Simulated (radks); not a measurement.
Q: These are the eigenvalues of the occupied orbitals of an atom or ion with whole-number occupations (eV). All-electron calculation, non-relativistic Kohn-Sham, TPSS, spin-polarised, spherical densities, point nucleus; meta-GGA in the generalised Kohn-Sham scheme. Program: a radial shooting solver on a logarithmic mesh with Libxc functionals.

1s up: -885.7171
1s down: -883.4470
2s up: -80.9447
2s down: -75.8716
2p up: -57.1911
2p down: -51.8760

Which element is it, and in what charge state? The configuration may be excited. Open shells, if any, are filled with parallel spins first.

A: Z = 10, neon, charge +2: Ne2+ in [He] 2s2 2p4. The list shows which subshells hold electrons but not how many an open one holds; the 1s level, -32.55 hartree, gives Z - s = 8.1 by -(Z - s)^2/2, which with screening narrows Z to a few neighbours, and the depths of the outer levels then fix element, charge and occupations together.
